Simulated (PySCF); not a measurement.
H7NSeSi2.
Numbering: `[NH2:1][SiH2:2][SiH2:3][SeH:4]` (hydrogens: H5, H6 on N1; H7, H8 on Si2; H9, H10 on Si3; H11 on Se4)

A GFN2-xTB structure was refined with PBE0-D3(BJ)/def2-SVP geometry optimisation, gas phase in PySCF 2.14.0. Its GFN2-xTB values:

```tsv
coordinate	GFN2-xTB
N1–Si2	1.704 Å
N1–H5	1.024 Å
Si2–Si3	2.304 Å
Si2–H7	1.478 Å
Si3–Se4	2.354 Å
Si3–H9	1.454 Å
Se4–H11	1.466 Å
N1–Si2–Si3	102.4°
Si2–Si3–Se4	110.7°
Si2–Si3–H9	117.1°
Si2–Si3–H10	117.9°
Si3–Si2–H7	112.2°
Se4–Si3–H9	98.6°
Se4–Si3–H10	103.2°
H5–N1–H6	106.8°
N1–Si2–Si3–Se4	-176°
```

Q: How do these coordinates change at the PBE0-D3(BJ)/def2-SVP level?

A: 
| coordinate | PBE0-D3(BJ)/def2-SVP (Å or °) | change |
| --- | --- | --- |
| Si3–Se4 | 2.295 | -0.059 |
| Si3–H9 | 1.496 | +0.042 |
| Si2–Si3 | 2.341 | +0.037 |
| N1–Si2 | 1.735 | +0.031 |
| Si2–H7 | 1.503 | +0.025 |
| N1–H5 | 1.014 | -0.010 |
| Se4–H11 | 1.472 | +0.006 |
| Se4–Si3–H10 | 111.7 | +8.5 |
| N1–Si2–Si3 | 110.2 | +7.8 |
| Si3–Si2–H7 | 106.6 | -5.6 |
| Se4–Si3–H9 | 103.9 | +5.3 |
| Si2–Si3–H10 | 112.7 | -5.2 |
| Si2–Si3–H9 | 112.3 | -4.8 |
| H5–N1–H6 | 110.3 | +3.5 |
| Si2–Si3–Se4 | 107.7 | -3.0 |
| N1–Si2–Si3–Se4 | 179 | -5 |

The energy falls by 5.7 kcal/mol over 8 energy and gradient evaluations, the largest force component goes from 0.0320 to 2.8e-04 Eh/bohr, and the atoms move by 0.147 Å rms after alignment. The bond that changes most is Si3–Se4 (ends: SiH2 silicon; selenium bonded to Si and H), which shortens by 0.059 Å. Bonds longer at the end by more than 0.005 Å: 7 of 10; shorter: 3. Among the dihedrals that turn most is H10–Si3–Se4–H11, from -95° to -71°. Rotational constants go from 8614, 872.3, 808.8 to 8353, 879.8, 815.9 MHz.

The run used 117 basis functions and 50 SCF cycles in all.

PBE0-D3(BJ)/def2-SVP frequencies: not computed here. The numbers are those of one conformer.
